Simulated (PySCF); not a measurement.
C₃H₅Cl₃Si₂, SMILES C[SiH2]C#C[Si](Cl)(Cl)Cl, singlet (PBE0/def2-SVP optimised geometry):

```
13

Si    -2.320    -0.256     0.000
Cl    -3.017     1.666     0.000
Cl    -3.019    -1.217     1.662
Cl    -3.017    -1.214    -1.666
C     -0.512    -0.256     0.000
C      0.713    -0.257     0.004
Si     2.564    -0.244    -0.013
C      3.180     0.660    -1.532
H      3.014     0.422     1.244
H      3.017    -1.666     0.002
H      4.281     0.671    -1.547
H      2.823     1.701    -1.537
H      2.825     0.168    -2.449
```

Calculation: PBE0/def2-TZVP run with PySCF 2.14.0.

Question: What are the frontier orbital energies and the dipole moment?

Answer: HOMO-2 -9.25 eV, HOMO-1 -8.55 eV, HOMO -8.54 eV, LUMO -1.32 eV, LUMO+1 -1.28 eV; dipole moment 2.66 D.

Meta-Löwdin charges at PBE0/def2-TZVP: Si1 0.99, Cl2 -0.26, Cl3 -0.25, Cl4 -0.26, C5 -0.32, C6 -0.21, Si7 0.65, C8 -0.59, H9 -0.09, H10 -0.09, H11 0.14, H12 0.14, H13 0.14.
